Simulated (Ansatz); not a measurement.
Relaxation of GeH4O2 (7 atoms, charge 0, multiplicity 1), to a largest force component of 0.03 eV/Å in at most 50 steps.

All numbers below come from RKS PBE0-D4/def2-SVP in Ansatz.

```xyz
7
Properties=species:S:1:pos:R:3
Ge 0.219 -0.052 -0.019
O 0.683 -0.086 1.679
H -0.023 -0.134 2.334
H 1.707 0.099 -0.320
O -0.727 1.391 -0.429
H -1.628 1.189 -0.700
H -0.553 -1.296 -0.503
```

Task: Where does it end, and by what steps?

Result: It converged. The force dipped under the threshold on the way, but the program's further checks kept it going. After 11 steps the energy has fallen by 0.241 eV; H4 moved furthest, 0.28 Å.

```tsv
step	energy less start (eV)	largest force component (eV/Å)	accepted
0	0.0000	1.035	yes
1	-0.2047	0.335	yes
2	-0.2272	0.200	yes
3	-0.1834	0.593	no
4	-0.2376	0.208	yes
5	-0.2386	0.157	yes
6	-0.2404	0.047	yes
7	-0.2408	0.007	yes
8	-0.2385	0.322	no
9	-0.2408	0.017	yes
10	-0.2406	0.135	no
11	-0.2410	0.027	yes
```

```xyz
7
Properties=species:S:1:pos:R:3
Ge 0.310 -0.049 0.002
O 0.571 -0.036 1.758
H -0.232 -0.174 2.270
H 1.700 0.120 -0.603
O -0.637 1.362 -0.516
H -1.588 1.222 -0.464
H -0.446 -1.333 -0.406
```

Whether the end is a true minimum wasn't checked by a vibrational analysis.

The run took 32 s on 1 thread of Arm Neoverse V1, with other jobs on the host, peak memory 0.14 GiB.
